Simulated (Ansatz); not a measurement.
C₂H₄AlBrO (`C[CH]1[O][Al]1[Br]`) at its PBE0-D4/def2-TZVP geometry, where that method's forces vanish. The species carries charge 0 and has multiplicity 1.

```json
{"atom": "C1", "x (Å)": "-1.074", "y (Å)": "-0.286", "z (Å)": "0.682"}
{"atom": "C2", "x (Å)": "0.370", "y (Å)": "-0.313", "z (Å)": "0.283"}
{"atom": "O3", "x (Å)": "1.026", "y (Å)": "1.032", "z (Å)": "0.296"}
{"atom": "Al4", "x (Å)": "1.146", "y (Å)": "0.407", "z (Å)": "-1.278"}
{"atom": "Br5", "x (Å)": "1.931", "y (Å)": "1.041", "z (Å)": "-3.261"}
{"atom": "H6", "x (Å)": "-1.509", "y (Å)": "-1.285", "z (Å)": "0.589"}
{"atom": "H7", "x (Å)": "-1.665", "y (Å)": "0.402", "z (Å)": "0.075"}
{"atom": "H8", "x (Å)": "-1.167", "y (Å)": "0.026", "z (Å)": "1.729"}
{"atom": "H9", "x (Å)": "0.942", "y (Å)": "-1.023", "z (Å)": "0.884"}
```

Problem. For each bond, give half the difference of the two atoms' forces along it (eV/Å; positive pushes the atoms apart) under PBE-D4, r2SCAN-D4, B3LYP-D4, ωB97M-V in def2-TZVPP. (Best estimate.)

Solution. Ansatz gave: 
```json
{"bond": "C1–C2", "length (Å)": "1.498", "PBE-D4": "-0.13", "r2SCAN-D4": "0.01", "B3LYP-D4": "0.09", "ωB97M-V": "0.22"}
{"bond": "C1–H6", "length (Å)": "1.093", "PBE-D4": "0.10", "r2SCAN-D4": "-0.02", "B3LYP-D4": "-0.06", "ωB97M-V": "-0.07"}
{"bond": "C1–H7", "length (Å)": "1.092", "PBE-D4": "0.10", "r2SCAN-D4": "-0.03", "B3LYP-D4": "-0.05", "ωB97M-V": "-0.07"}
{"bond": "C1–H8", "length (Å)": "1.097", "PBE-D4": "0.14", "r2SCAN-D4": "-0.02", "B3LYP-D4": "-0.06", "ωB97M-V": "-0.12"}
{"bond": "C2–O3", "length (Å)": "1.497", "PBE-D4": "0.52", "r2SCAN-D4": "0.38", "B3LYP-D4": "0.35", "ωB97M-V": "0.19"}
{"bond": "C2–Al4", "length (Å)": "1.887", "PBE-D4": "0.32", "r2SCAN-D4": "0.14", "B3LYP-D4": "0.11", "ωB97M-V": "-0.03"}
{"bond": "C2–H9", "length (Å)": "1.092", "PBE-D4": "0.05", "r2SCAN-D4": "-0.09", "B3LYP-D4": "-0.19", "ωB97M-V": "-0.16"}
{"bond": "O3–Al4", "length (Å)": "1.698", "PBE-D4": "0.58", "r2SCAN-D4": "0.17", "B3LYP-D4": "0.09", "ωB97M-V": "0.01"}
{"bond": "Al4–Br5", "length (Å)": "2.225", "PBE-D4": "-0.06", "r2SCAN-D4": "-0.03", "B3LYP-D4": "0.06", "ωB97M-V": "-0.01"}
```

B3LYP here is the variant with VWN-RPA as its local correlation; programs differ in this.
